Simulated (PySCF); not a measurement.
Input for PySCF: R-MP2/6-31G* on H2 (SMILES [H][H]) with ghost functions.

```python
from pyscf import gto, scf, dft, mp
from pyscf.data.elements import chemcore

mol = gto.M(
    atom='''
    H    -0.34412109    0.11184347    2.94464771
    H    -0.48072203    0.07509845    3.67589353
    ghost-C    0.40942645    0.55153586   -0.32883006
    ghost-C   -0.13505697   -0.61369184   -0.01149816
    ghost-H    1.48203390    0.70262540   -0.31143485
    ghost-H   -0.19496967    1.40264911   -0.61852531
    ghost-H   -1.20767617   -0.76484229   -0.02834837
    ghost-H    0.46917994   -1.46471260    0.27883128
    ''',
    basis='6-31g*',
    cart=True,
    charge=0, spin=0, verbose=3, max_memory=1800)
mf = scf.RHF(mol)
mf.conv_tol = 1e-8
mf.max_cycle = 100
mf.kernel()
if not mf.converged:
    mf = mf.newton().run(mf.mo_coeff, mf.mo_occ)
pt = mp.MP2(mf, frozen=chemcore(mol)).run()
```

Output:

```
converged SCF energy = -1.12669873101042
E(RMP2) = -1.14414586316631  E_corr = -0.0174471321558859
E(SCS-RMP2) = -1.14763528959749  E_corr = -0.0209365585870632
```

The calculation finished and met its thresholds.

Cost: around 0.29 core-seconds (rough).
